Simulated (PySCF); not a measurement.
Structure with atom numbers: `[CH3:1][N+:2]([CH3:3])([AlH3-:4])[CH2:5][C:6]([F:7])([F:8])[F:9]`. Hydrogens are named by the atom that carries them.

PySCF 2.14.0 with density-fitted response routines calculation with geometry: PBE0-D3(BJ)/def2-SVP and GIAO B3LYP/pcSseg-1 shieldings; no solvent, one conformer, no relativistic terms, equivalent nuclei averaged.

Shifts are taken against calculated references (same method and geometry level): TMS for $^{13}$C (179.24 ppm) and $^{1}$H (31.38 ppm); NH3 for $^{15}$N (263.54 ppm); AlH4- for $^{27}$Al (484.83 ppm); $^{19}$F (171.94 ppm) vs CFCl3.

```tsv
atoms	nucleus	count	δ (ppm)
C1/C3	$^{13}$C	2	44.7
N2	$^{15}$N	1	?
C6	$^{13}$C	1	132.6
H(C1)/H(C3)	$^{1}$H	6	2.72
C5	$^{13}$C	1	?
H(Al4)	$^{1}$H	3	?
F7/F8/F9	$^{19}$F	3	-78.1
H(C5)	$^{1}$H	2	3.27
Al4	$^{27}$Al	1	91.2
```

Complete the table.

Results:


- C5: 57.7 ppm, sp3 CH2 bonded to N; deshielded by the electronegative neighbour
- H(Al4): 3.88 ppm, hydrogen on an aluminium bonded to N
- N2: 48.9 ppm, donor nitrogen of a Lewis adduct

Hydrides on Al or Ga are broadened by the quadrupolar metal nucleus. Shifts are as computed. Against solution values, carbons near 30 ppm lie about +2 ppm off and those near 130 ppm about +6 ppm. Of 1309 compounds with measured shifts, 239 miss one by over three times the rms of a fit or turn the order of signals round; such compounds aren't used in these exercises. Unscaled 19F shifts against computed CFCl3 carry errors that often reach 10 to 50 ppm. Experimental scales use liquid or dissolved standards, which lie at an offset from isolated NH3 (liquid NH3: subtract about 20 ppm).
